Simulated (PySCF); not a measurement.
C4H4ClF, SMILES C(=C)(Cl)C(=C)F.

Geometry optimised at r2SCAN-D4/def2-SVP. One conformer was computed; it need not be the lowest.

All values below come from M06-2X/def2-TZVP in PySCF.

Gas-phase values at a fixed geometry.

```yaml
total_energy: -714.82535 hartree
point_group: Cs
highest_occupied_level: -8.40 eV
lowest_empty_level: -0.64 eV
orbital_gap: 7.75 eV
dipole_moment: 0.12 D
quadrupole, principal values (traceless, Buckingham form, about the centre of nuclear charge): -4.62, -3.87, 8.49 D·Å
mean_static_polarisability: 62.5 bohr³ (9.27 Å³)
polarisability_principal_values: 37.0, 61.6, 89.0 bohr³
```
